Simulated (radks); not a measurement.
The numbers below are computed, except where a source is named.
Kinetic energies: the exact non-interacting value of the Kohn-Sham orbitals and orbital-free approximations, as 100 (|E| - |E exact|)/|E exact|, negative where the magnitude is too small. Species: Sr [Kr] 5s2; Al2+ [Ne] 3s1. Level of theory: non-relativistic Kohn-Sham, PBE, spin-polarised, spherical densities, point nucleus (a radial shooting solver on a logarithmic mesh with Libxc functionals). Every spin shell is full or empty, so the densities are truly spherical. Functionals are evaluated on that one density, not self-consistently.

functional            Sr     Al2+
exact (hartree)  3131.29  240.969
Thomas-Fermi       -5.76    -7.71
von Weizsacker    -54.48   -34.98
TF + vW           +39.76   +57.31
TF + vW/9          -0.70    -0.49
TF + vW/5          +3.34    +5.29
LC94               +0.06    +0.15
APBEK              +0.13    +0.28
Perdew 92          -0.69    -0.47
Thakkar            -0.48    +0.01
Pearson            -1.02    -1.83
LKT               +21.34   +33.43
PG1               +16.84   +27.30
DePristo-Kress     -0.06    +0.04
